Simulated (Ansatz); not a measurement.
`C/C(F)=N/[SiH3]` → `CC(=N)F` + `[SiH2]` at 298.15 K and 1 bar (silylene loss).

Isolated molecules relaxed with PBE0-D4/def2-TZVP in Ansatz; ΔE leaves out vibrations. CCSD(T)/CBS adds triple-zeta CCSD(T) − MP2 to the extrapolated MP2 energy (def2 sets, frozen cores). This one scheme is used for every species. One conformer a species, not always the lowest.

| species | CCSD(T)/CBS energy (Eh) | H − E (kJ/mol) | S (J/(mol·K)) |
| --- | --- | --- | --- |
| `C/C(F)=N/[SiH3]` | -523.29225 | 220.9 | 344.9 |
| `CC(=N)F` | -232.99347 | 175.6 | 281.3 |
| `[SiH2]` | -290.19011 | 40.6 | 207.5 |

H − E and S are ideal-gas, rigid-rotor, harmonic terms from PBE0-D4/def2-TZVP, for one conformer and one mirror image of each species. 1 Eh = 2625.50 kJ/mol, R = 8.31446 J/(mol·K).

Q: By hand: ΔE, ΔH, ΔS and ΔG.

A: ΔE = (-232.99347) + (-290.19011) − (-523.29225) = 0.10867 Eh = 285.3 kJ/mol. Δ(H − E) = 175.6 + 40.6 − 220.9 = -4.7, so ΔH = 280.6 kJ/mol. ΔS = 281.3 + 207.5 − 344.9 = 143.9 J/(mol·K). ΔG = 280.6 − 298.15 × (143.9)/1000 = 237.7 kJ/mol.

Q: By hand: the equilibrium constant, and the temperature at which ΔG would vanish if ΔH and ΔS stayed fixed.

A: log₁₀ K = −ΔG/(RT ln 10) = -41.6. ΔG = 0 at ΔH/ΔS = 1950 K.

The number of gas molecules changes by +1, which sets the sign of ΔS. A doubt of 5 kJ/mol in ΔE shifts log₁₀ K by 0.9 here. Other conformers and mirror images would add mixing entropy, several J/(mol·K) or more a flexible species. Modes under 60 cm⁻¹, often nearly free rotors, make the harmonic entropy too high. These are equilibria of isolated gas molecules and say nothing of rates. Largest T1 diagnostic: 0.014 (customary marks: 0.02 for closed shells, 0.045 for open ones).
